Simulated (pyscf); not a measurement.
cyclic C₃H₂F₂ (SMILES FC1(F)C=C1) → :C=CH–CH(F)–F [singlet], a rearrangement (singlet surface; C–C, C–H broken, C–H formed). Single points on ωB97X-D3(BJ)/def2-SVP structures (PySCF, gas phase). Correlated levels are frozen-core, on RHF or UHF. ΔMP2 is the change of the MP2 total energy from the triple- to the quadruple-zeta basis. Energies in eV from the reactant's lowest minimum found.

Small-basis levels: PySCF, no dispersion term, spherical d functions. AM1 to PM7: differences of heats of formation from MOPAC, which are fitted to 298 K values and so differ in kind from electronic energies by zero-point and thermal terms. GFN2-xTB: tblite. Cost: rough CPU time at the saddle relative to B3LYP/6-31G*, from one job on a shared machine.

| level | barrier | reaction energy | cost |
|---|---|---|---|
| HF/STO-3G | 3.05 | +1.30 | 0.04 |
| HF/6-31G* | 2.56 | +1.04 | 0.09 |
| B3LYP/3-21G | 2.59 | +1.39 | 0.7 |
| B3LYP/LANL2DZ | 2.56 | +1.35 | 0.7 |
| M06-2X/6-31G* | 2.50 | +1.84 | 3 |
| PBE/def2-SVP | 2.29 | +1.99 | 1 |
| GFN2-xTB | 2.42 | +2.10 | under 0.02 |
| PM3 | 3.42 | +1.67 | under 0.02 |
| PM7 | 3.41 | +1.16 | under 0.02 |
| CCSD(T)/def2-TZVPP + ΔMP2(QZVPP) | 2.28 | +1.53 | – |

Against the last row the barrier runs from +0.01 (PBE/def2-SVP) to +1.14 eV (PM3); PBE/def2-SVP happens to lie closest here (0.01 eV apart). CCSD(T)/def2-TZVPP + ΔMP2(QZVPP) has limits of its own. cyclic C₃H₂F₂ (SMILES FC1(F)C=C1) lies 0.30 eV over its isomer HC≡C–CH(F)–F (electronic energy, ωB97M-D3(BJ)/def2-TZVP). :C=CH–CH(F)–F [singlet] lies 1.83 eV over its isomer HC≡C–CH(F)–F (electronic energy, ωB97M-D3(BJ)/def2-TZVP). One saddle was located; it need not be the lowest between these sides. The CCSD(T) − MP2 part came from Ansatz, without density fitting, on the same reference.
